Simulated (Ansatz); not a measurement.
The cation of CH$_{4}$InNO$_{3}$, SMILES `[NH2][In]([OH])[C](=O)O` at the neutral geometry.

```yaml
crystal:
  periodic: [false, false, false]
  atoms:
    - {symbol: N, position_ang: [0.382455, -1.568253, 1.644067]}
    - {symbol: In, position_ang: [0.327105, 0.068756, 0.489402]}
    - {symbol: O, position_ang: [1.245059, 1.591753, 1.370438]}
    - {symbol: C, position_ang: [-0.337472, 0.231338, -1.587978]}
    - {symbol: O, position_ang: [0.382045, 0.217791, -2.545083]}
    - {symbol: O, position_ang: [-1.674557, 0.361751, -1.685276]}
    - {symbol: H, position_ang: [-0.317580, -2.281864, 1.511022]}
    - {symbol: H, position_ang: [0.536907, -1.417448, 2.630373]}
    - {symbol: H, position_ang: [1.347029, 2.359971, 0.804880]}
    - {symbol: H, position_ang: [-1.891001, 0.436195, -2.631846]}
basis:
  gaussian: {orbitals: def2-TZVPP}
total_charge: 1
magnetization: {spin_polarized: true, initial_magnetization: 1}
hamiltonian: {xc: pbe, dispersion: d4}
```

```sh
$ ansatz run in.yaml --threads 2 --pin off --events-out ev --progress --plain --max-ram 32768MiB --backend cpu
```

Output, abridged:

```
Functional definition: PBE
1412 factors; their error is unknown
mean field evaluation 1: about -13856.7387 eV, gradient 1.0e2 eV
mean field evaluation 2: about -13606.2274 eV, gradient 2.1e2 eV
mean field evaluation 4: about -13883.1678 eV, gradient 4.9e1 eV
mean field evaluation 8: about -13893.1930 eV, gradient 1.1e1 eV
mean field evaluation 16: about -13893.8718 eV, gradient 1.6e-1 eV
mean field -13893.85870165 eV, -510.5898896900 hartree, gradient 1.1e-5 eV, S^2 0.756639; 6 other end points of the search recorded, 0 dependent functions left out
reference -13893.85875732 eV, -510.5898917357 hartree; 31, 30 occupied and 230, 231 virtual orbitals, 1412 factors
Total energy: -13894.03148541 eV, -510.5962393762 hartree
```

Run time 25 s (2 threads of an AMD EPYC 7R13 on a shared host); peak host memory 0.84 GiB.
